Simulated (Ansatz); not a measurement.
Consider the formal exchange of groups at the Si–C bond: `NC(=O)[SiH2]CCl` + CH₄ → `C[SiH2]C(N)=O` + `CCl`.

Computed with Ansatz on PBE0-D4/def2-TZVP structures; ΔE is electronic, products minus reactants. CCSD(T)/CBS adds triple-zeta CCSD(T) − MP2 to the extrapolated MP2 energy (def2 sets, frozen cores). This one scheme is used for every species. Each species was taken in one conformer, which may not be the lowest.

`NC(=O)[SiH2]CCl`:

Z-matrix (Å, degrees):
```
Si
C 1 1.876
C 1 1.922 2 105.8
H 1 1.482 2 110.4 3 116.6
H 1 1.488 2 110.7 3 -121.5
Cl 2 1.785 1 109.5 3 -175.8
H 2 1.090 1 110.6 3 -56.5
H 2 1.090 1 112.1 3 64.7
O 3 1.219 1 117.4 2 43.6
N 3 1.352 1 119.9 2 -136.5
H 10 1.009 3 119.2 1 -179.1
H 10 1.004 3 121.6 1 1.3
```

CH₄:

```xyz
5

C     0.000    0.000    0.000
H    -0.074   -1.071    0.184
H     0.584    0.465    0.794
H    -0.999    0.435   -0.020
H     0.489    0.171   -0.958
```

`C[SiH2]C(N)=O`:

Cartesian coordinates in Å:
```
C 0.271 1.793 0.725
Si -0.517 0.551 -0.413
C -0.063 -1.206 0.226
N 0.309 -2.156 -0.665
O -0.134 -1.424 1.422
H -0.080 2.806 0.514
H 1.359 1.777 0.628
H 0.017 1.540 1.757
H -0.069 0.716 -1.828
H -2.001 0.640 -0.387
H 0.528 -3.083 -0.333
H 0.381 -1.956 -1.646
```

`CCl`:

Cartesian coordinates in Å:
```
C -0.137 -0.006 0.049
Cl 1.530 0.072 -0.550
H -0.415 0.972 0.433
H -0.187 -0.750 0.841
H -0.790 -0.288 -0.774
```

| species | CCSD(T)/CBS(def2) energy (Eh) |
| --- | --- |
| `NC(=O)[SiH2]CCl` | -958.45527 |
| CH₄ | -40.46206 |
| `C[SiH2]C(N)=O` | -499.28646 |
| `CCl` | -499.63220 |

**Question.** Work out ΔE.

**Answer.** ΔE = (-499.28646) + (-499.63220) − (-958.45527) − (-40.46206) = -0.00133 Eh = -3.5 kJ/mol.

Largest T1 diagnostic among the species: 0.015.

In def2-TZVPP, CCSD(T) changes the Hartree–Fock value by +6.3 kJ/mol (the triples alone add +1.5 kJ/mol) and MP2 by +7.3 kJ/mol. The D4 term adds +3.7 kJ/mol with B3LYP and +2.1 kJ/mol with PBE0; it sums over pairs of atoms, weighted by their polarisabilities, and B3LYP, whose exchange is more repulsive, gets the larger term.

B3LYP here is the variant with VWN-RPA as its local correlation; programs differ in this.
